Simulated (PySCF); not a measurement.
## Energy of Ag²⁺ (silver, charge +2) between two integer charges

The 4d beta orbital of [Kr] 4d9 is emptied in steps (occupation f), with all orbitals relaxed, ending at [Kr] 4d8. Computed with PySCF 2.14 in x2c-TZVPall (8s6p6d1f, 63 functions), with the spin-free X2C one-electron Hamiltonian (Gaussian nucleus). The exact energy is a straight line in f; departures are measured from the line between the end points of the same method.

```tsv
f	PBE0 (eV)	r2SCAN (eV)	LC-wPBE (eV)
1	0.000	0.000	0.000
0.9	-0.434	-0.589	-0.178
0.7	-1.016	-1.374	-0.418
0.5	-1.213	-1.635	-0.500
0.3	-1.021	-1.372	-0.422
0.1	-0.438	-0.588	-0.181
0	0.000	0.000	0.000
```

For PBE0, how does the orbital energy at f = 1 compare with the removal energy?

−ε = 30.086 eV against a total-energy difference of 34.900 eV. By Janak's theorem ε = ∂E/∂f, so the gap between them reflects the curvature. Along the path −ε is 31.034 (f = 0.9), 32.950 (f = 0.7), 34.885 (f = 0.5), 36.834 (f = 0.3), 38.791 (f = 0.1) eV.

```csv
method,E(f=0) − E(f=1) (eV),−ε at f=1 (eV),−ε at f=0.5 (eV)
PBE0,34.900,30.086,34.885
r2SCAN,34.688,28.151,34.693
LC-wPBE,34.914,32.943,34.903
```

Reference removal energy between the ground levels: 34.8 ± 0.3 eV (semi-empirical (NIST evaluation); NIST Atomic Spectra Database, ionization energies). The calculation has no spin-orbit coupling. The determinant left behind need not be the lowest term of the ion.
